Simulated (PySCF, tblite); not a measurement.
Isomers of [C7H9NO]+ (charge +1 and doublet state), one GFN2-xTB conformer each. Single-point energies are computed at B3LYP/pcH-1 (PySCF, gas phase, no added dispersion term), electronic only. GFN2-xTB treats the open shell by occupation alone, and not every SCF solution was tested for stability.

Problem. Rank them by B3LYP/pcH-1 energy, lowest first (kcal/mol).
A. `[CH3:1][O:2][c:3]1[cH:4][cH:5][cH:6][c:7]([NH2+:8])[cH:9]1` (charge +1 and doublet state) with C1–O2–C3–C4 180°, C6–C7–N8–H 180° and 0°
B. `[CH+:1]=[C:2][C@@H:3]1[CH2:4][CH2:5][NH:6][C:7](=[O:8])[CH2:9]1` (charge +1 and doublet state) with C2–C3–C4–C5 -178°, C3–C4–C5–N6 50°, C4–C5–N6–C7 -22°, C5–N6–C7–O8 -178°

Solution. A (0.0), B (64.3).

GFN2-xTB itself gives, in the same order: 0.0, 47.3. Both levels put the same isomer lowest.

Problem. What happens when harmonic zero-point energies from GFN2-xTB frequencies are added?

Solution. 
```json
{"SMILES": "COc1cccc([NH2+])c1", "ZPE (kcal/mol)": "89.9", "electronic (kcal/mol)": "0.0", "with ZPE (kcal/mol)": "0.0"}
{"SMILES": "[CH+]=[C][C@@H]1CCNC(=O)C1", "ZPE (kcal/mol)": "89.0", "electronic (kcal/mol)": "64.3", "with ZPE (kcal/mol)": "63.4"}
```

The zero-point energies span 0.9 kcal/mol. The order is unchanged.
